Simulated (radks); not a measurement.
Spherical quantum dot in the effective-mass picture: electrons in a parabolic well V = omega^2 r^2 / 2 with omega = 0.434, with a point charge +1 (a donor) at the centre, all in effective atomic units (hartree* = m*/eps^2 hartree, bohr* = eps/m* bohr), one dielectric constant everywhere. Method: non-relativistic Kohn-Sham, LDA (Slater exchange, Perdew-Wang correlation), spin-polarised, spherical densities; computed with a radial shooting solver with Libxc functionals. Levels are named by radial order and angular momentum (1s, 1p, 1d, 2s, ...), and open shells are averaged over m. Results are scaled to m* = 0.119 and eps = 8.5, for which hartree* = 44.82 meV and bohr* = 3.78 nm.

N = 27, configuration 1s2 1p6 1d10 2s2 1f(up 7, down 0). This is the lowest configuration that the search found. Occupied and some empty levels:

| level | occupation | eigenvalue (meV) | <r> (nm) |
|---|---|---|---|
| 1s up | 1 | 314.26 | 8.142 |
| 1s down | 1 | 314.67 | 7.693 |
| 1p up | 3 | 324.54 | 13.86 |
| 1p down | 3 | 326.02 | 13.57 |
| 2s up | 1 | 328.23 | 13.02 |
| 2s down | 1 | 329.60 | 13.24 |
| 1d up | 5 | 332.15 | 15.75 |
| 1d down | 5 | 333.94 | 15.64 |
| 1f up | 7 | 340.63 | 17.06 |
| 1f down | 0 | 342.53 | 17.05 |
| 2p up | 0 | 343.48 | 14.15 |
| 2p down | 0 | 344.54 | 14.28 |
| 1g up | 0 | 350.05 | 18.12 |
| 1g down | 0 | 351.97 | 18.17 |
| 2d up | 0 | 355.01 | 15.84 |
| 2d down | 0 | 356.15 | 15.87 |

Energy (meV): total 5345.51, kinetic 431.79, external 1550.3, Hartree 3715.2, exchange-correlation -351.78.
